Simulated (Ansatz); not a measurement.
Two shapes of singlet BeH2.

Shape 1:

```xyz
3

H     0.0167   -0.0469   -1.3340
Be    0.0020    0.0104   -0.0489
H    -0.0145    0.0393    1.3664
```

Shape 2:

```xyz
3

H     0.0000    0.0000   -1.4462
Be    0.0000    0.0000    0.0000
H     0.0000    0.0000    1.4462
```

Basis set: cc-pVTZ (spherical functions). All electrons are correlated. Charge 0, multiplicity 1.

Computed with Ansatz (development build ahead of 0.2.0); each method stands on the lowest determinant of its kind that the runs found.

**Question.** Which shape is lower in energy, and by how much in each method?

**Answer.**

| method | E(2) − E(1) (eV) |
| --- | --- |
| RHF | 0.112 |
| RHF-MP2 | 0.139 |

Shape 1 is lower.
